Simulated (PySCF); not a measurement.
**Spinor energies of Rh²²⁺ (rhodium, charge +22)**

Start: [Ar] 3d5; 3d3/2 filled at m_j = -3/2, -1/2, +1/2, +3/2; 3d5/2 filled at m_j = +5/2. Calculated with PySCF 2.14 in an uncontracted even-tempered set (17 s from 2.7 bohr⁻², ratio 2.8; 12 p from 3.5 bohr⁻², ratio 2.8; 8 d from 3.5 bohr⁻², ratio 2.8; 3 f from 13 bohr⁻², ratio 3): generalised Hartree-Fock with the X2C-1e Hamiltonian and a Gaussian nucleus; one run each with spin-orbit coupling (SO) switched off, then screened by Boettger's factors.

```json
{"spinor shell": "1s1/2", "electrons": "2", "ε, spin-free (eV)": "-24163.9", "ε, screened SO (eV)": "-24162.3", "weight of nominal j (screened SO)": "1.000", "rms radius, screened SO (bohr)": "0.0374"}
{"spinor shell": "2s1/2", "electrons": "2", "ε, spin-free (eV)": "-4271.7", "ε, screened SO (eV)": "-4271.2", "weight of nominal j (screened SO)": "1.000", "rms radius, screened SO (bohr)": "0.153"}
{"spinor shell": "2p1/2", "electrons": "2", "ε, spin-free (eV)": "-3908.3", "ε, screened SO (eV)": "-4011.1", "weight of nominal j (screened SO)": "0.996", "rms radius, screened SO (bohr)": "0.133"}
{"spinor shell": "2p3/2", "electrons": "4", "ε, spin-free (eV)": "-3908.3", "ε, screened SO (eV)": "-3860.2", "weight of nominal j (screened SO)": "0.998", "rms radius, screened SO (bohr)": "0.137"}
{"spinor shell": "3s1/2", "electrons": "2", "ε, spin-free (eV)": "-1356.4", "ε, screened SO (eV)": "-1356.2", "weight of nominal j (screened SO)": "1.000", "rms radius, screened SO (bohr)": "0.394"}
{"spinor shell": "3p1/2", "electrons": "2", "ε, spin-free (eV)": "-1231.0", "ε, screened SO (eV)": "-1260.9", "weight of nominal j (screened SO)": "0.850", "rms radius, screened SO (bohr)": "0.385"}
{"spinor shell": "3d3/2", "electrons": "4", "ε, spin-free (eV)": "-1070.3", "ε, screened SO (eV)": "-1070.9", "weight of nominal j (screened SO)": "0.641", "rms radius, screened SO (bohr)": "0.357"}
{"spinor shell": "3d5/2", "electrons": "1", "ε, spin-free (eV)": "-1070.3", "ε, screened SO (eV)": "-1067.3", "weight of nominal j (screened SO)": "1.000", "rms radius, screened SO (bohr)": "0.358"}
```

(1) Where does 3p3/2 lie, and what is the 3p spin-orbit splitting (screened SO)?

| quantity | spin-free | screened SO |
| --- | --- | --- |
| E (hartree) | -4512.78811 | -4513.58736 |
| M_J | 5/2 | 5/2 |
| ⟨J²⟩ | 8.751 | 8.752 |
| ⟨L²⟩ | 0.000 | 0.220 |
| ⟨S²⟩ | 8.751 | 8.269 |

Each row is a mean over spinors that exchange with the open shell spreads, by up to 34.693 eV (3p3/2).

Rows whose weight is well below 1 are mixtures of j = l ± 1/2: exchange outweighs spin-orbit coupling there, and the label is only the starting occupation.

Breit and QED terms are absent; they matter most for the inner s and p1/2 levels.

Densities and radii are taken from the X2C orbitals without a picture-change correction, which distorts them close to the nucleus.

Without spin-orbit coupling the j labels of p, d and f shells carry no meaning; the spin-free column gives the mean over the occupied spinors of each nl shell.

## Answers

(1) At -1216.7 eV, 44.200 eV above 3p1/2.
